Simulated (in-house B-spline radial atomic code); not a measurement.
Ge is squeezed into an impenetrable sphere of radius R (the orbitals vanish at R). No spin polarisation. Method: non-relativistic Hartree-Fock, average of configuration, point nucleus. Calculated with a B-spline radial code for spherical atoms.

Energies in eV above the free atom in [Ar] 3d10 4s2 4p2:

```csv
R (bohr),highest level (eV),[Ar] 3d10 4s2 4p2,[Ne] 3s2 3p5 3d10 4s2 4p2 4f1,[Ar] 3d10 4s1 4p2 4f1,-dE/dV in [Ar] 3d10 4s2 4p2 (GPa)
8.21,-7.24,0.0667,137.4,18.84,0.0997
6.83,-6.99,0.3344,140.5,21.97,0.722
4.92,-5.05,3.299,151,33.12,14.6
4.32,-3.11,7.044,159,41.58,41.9
3.45,3.45,22.56,184.8,67.65,228
3.17,7.57,33.67,201.2,83.48,421
2.52,26.9,93.13,280.1,156.6,2140
2.4,33.3,114.6,306.9,180.8,3020
1.65,139,533.9,787,601.1,41000
1.52,184,740.7,1013,797.5,72000
```

Task: Does [Ne] 3s2 3p5 3d10 4s2 4p2 4f1 fall below [Ar] 3d10 4s2 4p2 under compression?

Result: No, it stays above over the whole range.

Task: Does [Ar] 3d10 4s1 4p2 4f1 fall below [Ar] 3d10 4s2 4p2 under compression?

Result: No, it stays above over the whole range.

The highest level is first positive in the row R = 3.45 bohr, pushed up by confinement above the zero of the free ion's potential. Each configuration is held fixed and needn't be the lowest in the sphere.
